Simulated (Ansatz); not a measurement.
Two isomers of ClFH4OSi2: A = `O[Si](F)([SiH3])Cl`, B = `F[SiH](Cl)O[SiH3]`.

Isolated molecules relaxed with PBE0-D4/def2-TZVP in Ansatz; ΔE leaves out vibrations. CCSD(T)/CBS is the MP2 limit (def2-TZVPP, def2-QZVPP) plus CCSD(T) − MP2 in def2-TZVPP, frozen cores. DFT in def2-TZVPP. B3LYP here is the variant with VWN-RPA as its local correlation; programs differ in this. Each species was taken in one conformer, which may not be the lowest.

Question: Which is lower in electronic energy at CCSD(T)/CBS, and by how much? (Estimate.)

Answer: Computed: B, by 110.4 kJ/mol.

Question: Give E(B) − E(A) in kJ/mol with r2SCAN-D4, LDA (SPW92), HF/def2-TZVPP, CCSD/def2-TZVPP, B3LYP, BLYP-D4, CCSD(T)/def2-TZVPP. (Best estimate.)

Answer: Computed: r2SCAN-D4 -101.5, LDA (SPW92) -81.2, HF/def2-TZVPP -138.2, CCSD/def2-TZVPP -115.1, B3LYP -108.2, BLYP-D4 -99.3, CCSD(T)/def2-TZVPP -111.0. None reverses the order clearly.

Question: Does the order hold for the free energy at 298.15 K (harmonic terms from PBE0-D4)? (Estimate.)

Answer: Ansatz gave: Yes: G(B) − G(A) = -115.9 kJ/mol, for one conformer each. Modes under 60 cm⁻¹, often nearly free rotors, make the harmonic entropy too high.

Largest T1 diagnostic: 0.012.

From BLYP to BHLYP (50 % exact exchange), in def2-TZVPP and without D4, E(B) − E(A) moves by −20.7 kJ/mol. At CCSD(T), def2-SVP lies +3.4 kJ/mol from the extrapolated value and def2-TZVPP −0.6 kJ/mol.
